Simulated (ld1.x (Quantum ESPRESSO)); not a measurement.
Building the ultrasoft potential for Ni (LDA (PZ), scalar-relativistic).

Input for ld1.x (Quantum ESPRESSO) 7.5:

```
&input
   title='Ni', zed=28., rel=1, dft='PZ', iswitch=3,
   config='[Ar] 3d8 4s1 4p0',
   nld=3, rlderiv=2.55, eminld=-3.0, emaxld=5.0, deld=0.02
 /
 &inputp
   pseudotype=3, tm=.true., lloc=-1, rcloc=2.10,
   nlcc=.false.,
   which_augfun='PSQ', rmatch_augfun_nc=.true.,
   file_pseudopw='Ni.UPF', file_wfcaegen='ae.wfc', file_wfcncgen='nc.wfc', file_beta='beta', file_chi='chi', file_wfcusgen='us.wfc'
 /
6
4S  1  0   1.00   0.00  1.85  2.25  0.0
4S  1  0   0.00   3.00  1.85  2.25  0.0
4P  2  1   0.00   0.00  2.20  2.35  0.0
4P  2  1   0.00  -0.05  2.20  2.35  0.0
3D  3  2   8.00   0.00  1.65  1.75  0.0
3D  3  2   0.00   0.80  1.65  1.75  0.0
 &test
   configts(1)='3d8 4s1 4p0'
 /
```

Command:

```bash
ld1.x < Ni.in > Ni.out
```

The program printed (shortened: banner, matrices, multipoles, cross overlaps and the repeated all-electron block are left out):

```
Program LD1 v.7.5
     --------------------------- All-electron run ----------------------------

     Ni
     scalar relativistic calculation

     atomic number is 28.00
     dft =PZ   lsd =0 sic =0 latt =0  beta=0.20 tr2=1.0E-14
     Exchange-correlation= PZ
                           (   1   1   0   0   0   0   0)
     mesh =1195 r(mesh) =  98.77016 a.u. xmin = -7.00 dx = 0.01250
     1 Ry =  13.60569312 eV, c = 137.03599908

     n l     nl                  e(Ry)          e(Ha)          e(eV)
     1 0     1S 1( 2.00)      -603.0106      -301.5053     -8204.3766
     2 0     2S 1( 2.00)       -72.6816       -36.3408      -988.8837
     2 1     2P 1( 6.00)       -62.7110       -31.3555      -853.2271
     3 0     3S 1( 2.00)        -8.7969        -4.3985      -119.6880
     3 1     3P 1( 6.00)        -5.9135        -2.9567       -80.4571
     3 2     3D 1( 8.00)        -1.3422        -0.6711       -18.2610
     4 0     4S 1( 1.00)        -0.9931        -0.4966       -13.5125
     4 1     4P 1( 0.00)        -0.5732        -0.2866        -7.7993

     final scf error:  7.8E-15 reached in  33 iterations

     Etot =   -3035.406302 Ry,   -1517.703151 Ha,  -41298.806649 eV

     Ekin =    3076.284845 Ry,    1538.142422 Ha,   41854.987554 eV
     Encl =   -7272.874887 Ry,   -3636.437444 Ha,  -98952.503839 eV
     Eh   =    1282.163595 Ry,     641.081798 Ha,   17444.724411 eV
     Exc  =    -120.979855 Ry,     -60.489927 Ha,   -1646.014776 eV

     normalization and overlap integrals

     s(1S/1S) =  1.000000  <r> =   0.0542  <r2> =    0.0039  r(max) =   0.0353
     s(2S/2S) =  1.000000  <r> =   0.2454  <r2> =    0.0711  r(max) =   0.2055
     s(2P/2P) =  1.000000  <r> =   0.2155  <r2> =    0.0570  r(max) =   0.1641
     s(3S/3S) =  1.000000  <r> =   0.7418  <r2> =    0.6363  r(max) =   0.6410
     s(3P/3P) =  1.000000  <r> =   0.7797  <r2> =    0.7188  r(max) =   0.6491
     s(3D/3D) =  1.000000  <r> =   0.9916  <r2> =    1.3096  r(max) =   0.6252
     s(4S/4S) =  1.000000  <r> =   2.5188  <r2> =    7.2755  r(max) =   2.1018
     s(4P/4P) =  1.000000  <r> =   3.2118  <r2> =   11.9345  r(max) =   2.6321

     ------------------------ End of All-electron run ------------------------

     --------------------- Generating US pseudopotential ---------------------

      Generating local potential from pseudized AE potential:
      Matching radius rcloc =   2.1000

      Local pseudo, rcloc= 2.102 Estimated cut-off energy=     5.29 Ry
      Wfc-us  4S rcutus= 2.266  Estimated cut-off energy=     8.85 Ry
      Wfc-us  4S rcutus= 2.266  Estimated cut-off energy=    18.82 Ry
      Wfc-us  4P rcutus= 2.323  Estimated cut-off energy=    13.54 Ry
      Wfc-us  4P rcutus= 2.323  Estimated cut-off energy=    14.33 Ry
      Wfc-us  3D rcutus= 1.764  Estimated cut-off energy=    37.87 Ry
      Wfc-us  3D rcutus= 1.764  Estimated cut-off energy=    69.80 Ry

     Q pseudized with Bessel functions
     Expected ecutrho=     168.0665 due to l1=  2   l2=  2

     ------------------- End of pseudopotential generation -------------------

     Computing logarithmic derivative in   2.55120
     Computing logarithmic derivative in   2.55120
     Computing the partial wave expansion
     R is outside the sphere for l=    0 j= 0.00
     R is outside the sphere for l=    0 j= 0.00
     R is outside the sphere for l=    1 j= 0.00
     R is outside the sphere for l=    1 j= 0.00
     R is outside the sphere for l=    2 j= 0.00
     R is outside the sphere for l=    2 j= 0.00

     ---------------------- Testing the pseudopotential ----------------------

     Ni
     scalar relativistic calculation

     atomic number is 28.00   valence charge is 10.00
     dft =PZ   lsd =0 sic =0 latt =0  beta=0.20 tr2=1.0E-14
     mesh =1195 r(mesh) =  98.77016 xmin = -7.00 dx = 0.01250

     n l     nl             e AE (Ry)        e PS (Ry)    De AE-PS (Ry)
     3 2     3D   1( 8.00)       -1.34216       -1.34216        0.00000
     1 0     4S   1( 1.00)       -0.99315       -0.99315        0.00000
     2 1     4P   1( 0.00)       -0.57324       -0.57324        0.00000

     eps = 6.0E-18  iter =  4

     Etot =   -3035.406302 Ry,   -1517.703151 Ha,  -41298.806649 eV
     Etotps =   -78.338841 Ry,     -39.169420 Ha,   -1065.854230 eV

     Ekin =      18.914415 Ry,       9.457208 Ha,     257.343732 eV
     Encl =    -166.060778 Ry,     -83.030389 Ha,   -2259.371985 eV
     Ehrt =      70.484559 Ry,      35.242279 Ha,     958.991275 eV
     Ecxc =     -12.352251 Ry,      -6.176126 Ha,    -168.060937 eV
     Epseu=      10.675214 Ry,       5.337607 Ha,     145.243686 eV

     ---------------------- End of pseudopotential test ----------------------
```

Generation and configuration tests took about 5.2 s on one core of a shared server CPU.
